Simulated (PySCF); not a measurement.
## Heteronuclear NMR

Atom-mapped SMILES (the numbers label the heavy atoms): `[CH3:1][CH2:2]/[CH:3]=[CH:4]/[CH2:5][O:6][SiH2:7][Cl:8]`; H(Xn) means a hydrogen on atom n.

- shielding tensors at PBE0/pcSseg-1 (GIAO)
- geometry from GFN2-xTB
- run in PySCF
- no relativistic terms, one computed conformer, fast rotation and ring inversion assumed for equivalent nuclei, gas phase

(1) Where does $^{29}$Si resonate?

(2) Predict the $^{17}$O NMR data.

Answers

(1) 
| atoms | environment | σ (ppm) | δ (ppm) |
| --- | --- | --- | --- |
| Si7 | silicon bonded to Cl, O, 2 H | 369.2 | -23.5 |

Shieldings were converted by a linear fit to measured shifts: $^{29}$Si (scatter 8.9 ppm rms, 25.8 ppm with the 6 outliers that the fit left out vs TMS, solution or neat liquid). Occasional misses reach two or three times the rms, and more in compound classes unlike the fitted ones.

On a 600 MHz spectrometer $^{29}$Si resonates near 119.2 MHz, so 1 ppm is 119.2 Hz.

(2) 
```csv
atoms,environment,σ (ppm),δ (ppm)
O6,"oxygen bonded to C, Si",288.5,3.9
```

Shieldings were converted by a linear fit to measured shifts: $^{17}$O (scatter 10.7 ppm rms, 12.2 ppm with the 3 outliers that the fit left out vs liquid water, solution or neat liquid). Occasional misses reach two or three times the rms, and more in compound classes unlike the fitted ones.

On a 500 MHz spectrometer $^{17}$O resonates near 67.8 MHz, so 1 ppm is 67.8 Hz.
